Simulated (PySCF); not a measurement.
Species: 2,5-difluoropyridine, C5H3F2N.
Numbering: `[F:1][c:2]1[cH:3][cH:4][c:5]([F:6])[n:7][cH:8]1`

Cartesian coordinates in Å at the PBE0-D3(BJ)/def2-TZVP level; atoms count from 1:
```xyz
11
C5H3F2N angstrom
F     -2.1479   -0.1409    1.4353
C     -1.0591   -0.1378    0.6632
C     -0.1703    0.9202    0.7282
C      0.9415    0.8788   -0.0898
C      1.0781   -0.2283   -0.9149
F      2.1397   -0.2903   -1.7150
N      0.2453   -1.2285   -0.9821
C     -0.8276   -1.1919   -0.1961
H     -0.3548    1.7475    1.4021
H      1.6814    1.6678   -0.0987
H     -1.5236   -2.0226   -0.2490
```

Definitions: NICS(0) = −σiso at the ring centroid; NICS(1) = −σiso and NICS(1)zz = −σzz at ±1 Å along the ring normal z. Level: GIAO B97-2/pcSseg-2 (PySCF, non-relativistic, gas phase) on the PBE0-D3(BJ)/def2-TZVP geometry, one conformer.

Ring bond lengths (Å): C2–C3 1.383, C3–C4 1.381, C4–C5 1.388, C5–N7 1.303, N7–C8 1.331, C8–C2 1.380.

Problem. What do the NICS probes read (ppm)?

Solution. 
```tsv
ring	type	NICS(0)	NICS(1), two faces	NICS(1)zz, two faces	rms pucker (Å)	centre to ring atoms, mean (Å)
C2–C3–C4–C5–N7–C8	6-membered ring with N; formal bonds all aromatic	-10.1	-9.8 / -9.9	-26.6 / -26.6	0.00	1.36
```

Problem. What do they say, and how far can they be read as aromaticity?

Solution. 
- C2–C3–C4–C5–N7–C8: mean NICS(1)zz -26.6 ppm, shielded. For a flat ring without four-coordinate atoms the NICS criterion counts such a value as aromatic.

Problem. How equal are the bonds by HOMA? Use HOMA with the parameters of Krygowski (1993).

Solution. 
- C2–C3–C4–C5–N7–C8: HOMA 0.98; the largest term is that of C5–N7, α(R − Ropt)² = 0.09. The geometric and the magnetic index point the same way.

Problem. Give the inner angles of the rings.

Solution. 
- C2–C3–C4–C5–N7–C8: C2 120.4°, C3 117.8°, C4 117.1°, C5 125.5°, N7 117.6°, C8 121.6°; sum 720.0° against 720° for a flat convex ring.

Problem. What are the shieldings of the ring atoms and their hydrogens in the same run (means over atoms taken as equivalent)?

Solution. 
```
atoms                          environment  σ isotropic (ppm)
   C2                  aromatic C–F carbon               18.9
   C3                   aromatic CH carbon               51.8
   C4                   aromatic CH carbon               70.2
   C5                  aromatic C–F carbon               16.5
   N7               pyridine-type nitrogen              -51.3
   C8  aromatic CH next to a ring nitrogen               42.4
   H9                    aromatic hydrogen              24.07
  H10                    aromatic hydrogen              24.69
  H11                    aromatic hydrogen              23.33
```

Problem. How do the values depend on the level or the medium?

Solution. 
```json
{"level": "B97-2/pcSseg-2, gas", "NICS(0), C2–C3–C4–C5–N7–C8": "-10.1", "mean NICS(1)zz, C2–C3–C4–C5–N7–C8": "-26.6"}
{"level": "KT3/pcSseg-2, gas", "NICS(0), C2–C3–C4–C5–N7–C8": "-9.8", "mean NICS(1)zz, C2–C3–C4–C5–N7–C8": "-25.4"}
{"level": "PBE0/pcSseg-2, gas", "NICS(0), C2–C3–C4–C5–N7–C8": "-10.0", "mean NICS(1)zz, C2–C3–C4–C5–N7–C8": "-26.8"}
{"level": "wB97X-D/pcSseg-2, gas", "NICS(0), C2–C3–C4–C5–N7–C8": "-10.0", "mean NICS(1)zz, C2–C3–C4–C5–N7–C8": "-26.9"}
{"level": "WP04/pcSseg-2, IEF-PCM chloroform", "NICS(0), C2–C3–C4–C5–N7–C8": "-10.6", "mean NICS(1)zz, C2–C3–C4–C5–N7–C8": "-26.1"}
{"level": "wB97X-D/pcSseg-2, IEF-PCM chloroform", "NICS(0), C2–C3–C4–C5–N7–C8": "-10.0", "mean NICS(1)zz, C2–C3–C4–C5–N7–C8": "-26.9"}
```

The geometry is the same throughout; the continuum's cavity takes Bondi-type radii × 1.2.
